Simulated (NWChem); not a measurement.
# CsBr, triplet; SMILES of the neutral closed-shell parent [Br][Cs]

```xyz
2

Cs     0.0000     0.0000    -1.9306
Br     0.0000     0.0000     2.6067
```
Atoms are numbered in this order, from 1.

Level: PBE-D3(BJ)/def2-SVP with def2 effective core potentials on Cs, spin-unrestricted (NWChem), optimised geometry, unscaled harmonic frequencies. The state is orbitally degenerate and is run as one real component. This build's default masses of Se (78.918 u) and Br (79.917 u) are each other's, which moves their modes by up to 0.6 %. This spin state was assumed; another may lie lower. def2 effective core potentials on Cs; no spin-orbit coupling.

Q: List the harmonic frequencies with IR intensities, and the thermochemistry.

A: 
| frequency (cm⁻¹) | IR intensity (km/mol) |
|---|---|
| 31 | 0.3 |

```
Property                                                                           Value
-----------------------------------------------------------------------  ---------------
zero-point energy                                                           0.0 kcal/mol
thermal correction to the enthalpy at 298.15 K (with zero-point energy)     2.7 kcal/mol
heat capacity Cv                                                         6.9 cal/(mol K)
```

Rigid rotor and harmonic oscillator; modes under 100 cm⁻¹ make the entropy uncertain.
